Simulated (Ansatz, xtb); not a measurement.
Two structures of CH2Ge2+

Structure a is a doublet given by its coordinates and structure b is a doublet given by its coordinates. Both are isolated ions in the gas phase, relaxed with PBE0-D3(BJ)/pcseg-1.

a (Å):

```xyz
5

C     0.2457    1.5117    1.3288
Ge    0.7400    2.2084   -0.3228
Ge    0.2837   -0.3234    1.4104
H    -0.0508    2.0924    2.2095
H     0.7090   -1.1171    0.1428
```

Close contacts (Å): C1–Ge2 1.86, C1–Ge3 1.84, Ge2–Ge3 3.10, C1–H4 1.10, Ge3–H5 1.55.

b (Å):

```yaml
atoms:
  - { symbol: C, position_ang: [0.3776, 0.9206, 1.3008] }
  - { symbol: Ge, position_ang: [-0.0430, 1.6584, -0.4916] }
  - { symbol: Ge, position_ang: [2.1279, 0.1041, 0.8489] }
  - { symbol: H, position_ang: [0.5655, 1.7741, 1.9866] }
  - { symbol: H, position_ang: [-0.3788, 0.2769, 1.7799] }
```

Close contacts (Å): C1–Ge2 1.98, C1–Ge3 1.98, Ge2–Ge3 2.99, C1–H4 1.11, C1–H5 1.10.

Q: Which of the two would you expect CCSD(T)/def2-SVP + ΔMP2/def2-TZVPP electronic energies to favour?

A: Structure b; the calculation gives E(b) − E(a) = −71.6 kJ/mol.

How the difference moves with the method:

```csv
level,geometry,E(b) − E(a) (kJ/mol),departure from the last row (kJ/mol),"job, with rough time for the two"
PBE0-D3(BJ)/pcseg-1,PBE0-D3(BJ)/pcseg-1,−84.4,−12.9,"optimisation, 3.4 min"
HF/def2-SVP,PBE0-D3(BJ)/pcseg-1,−74.0,−2.4,part of the CCSD(T) run
MP2/def2-SVP,PBE0-D3(BJ)/pcseg-1,−57.9,+13.7,part of the CCSD(T) run
CCSD(T)/def2-SVP,PBE0-D3(BJ)/pcseg-1,−67.0,+4.6,single point
CCSD(T)/def2-SVP + ΔMP2/def2-TZVPP,PBE0-D3(BJ)/pcseg-1,−71.6,,"single point, 2.6 min"
```

None of the levels shown reverses the order. The largest departure from CCSD(T)/def2-SVP + ΔMP2/def2-TZVPP is that of MP2/def2-SVP, 13.7 kJ/mol. Levels run at GFN2-xTB geometries aren't shown. The last row adds to CCSD(T) the change of the MP2 difference between the two basis sets, here −4.6 kJ/mol.

With harmonic frequencies from PBE0-D3(BJ)/pcseg-1 (ideal gas, rigid rotor, one conformer each, 298.15 K, 1 atm): the zero-point term adds +5.3 kJ/mol; ΔH is −65.9 and ΔG −66.6 kJ/mol.

Open shells are spin-unrestricted. The correlated steps freeze 19 core orbitals; the filled d shell of Ge is correlated, in a basis made for valence electrons. Codes used: Ansatz 0.2.0; the last row on 1 thread of Arm Neoverse V2 on a shared host.
